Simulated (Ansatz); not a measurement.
Born–Oppenheimer molecular dynamics of Cl₃FHf (5 atoms, charge 0, multiplicity 1). It goes on from the last frame of an earlier run, with new velocities.

Theory: Ansatz, RKS LDA/def2-SVP.

```yaml
ensemble: NVT, Langevin thermostat
time_step: 2 fs
steps_asked: 166
set_temperature: 1500 K
friction: 0.005 /fs
seed: 836430
```

First frame:

```xyz
5
Properties=species:S:1:pos:R:3
Hf 0.018 -0.030 0.011
Cl -0.001 -0.024 2.340
Cl 2.227 0.035 -0.772
F -0.855 1.503 -0.652
Cl -1.134 -1.914 -0.758
```

Q: What does the run give?

A: The run went to its last step.

| Item | Value |
| --- | --- |
| steps done | 166 |
| time covered | 332 fs |
| mean temperature over the second half | 1050 K |
| spread of the potential energy over the second half | 25.7 meV per atom |
| mean potential energy of the second half above the start | 64.8 meV per atom |

The mean temperature of the second half is 30 % below the set value. A run of 0.33 ps of so small a system gives no equilibrium averages.

Q: What happens to the structure?

A: The same pairs are bonded in the first frame and the last. Pairs count as bonded within 1.25 times the sum of covalent radii (0.12 Å more for H–H). The details hang on the random start.

Q: How do temperature and energy run in time?

A: 
```
time (fs)  T (K)  potential energy less start (eV)
        0   1200                             0.000
       26    894                             0.098
       52    835                             0.203
       78   1298                             0.258
      104    783                             0.497
      130    691                             0.459
      156    871                             0.378
      182   1297                             0.253
      208   1038                             0.400
      234   1210                             0.357
      260    840                             0.316
      286    824                             0.362
      312    989                             0.120
```

Time of the run: 3.6 min on 2 threads of Arm Neoverse V1, with other jobs on the host, peak memory 0.17 GiB.
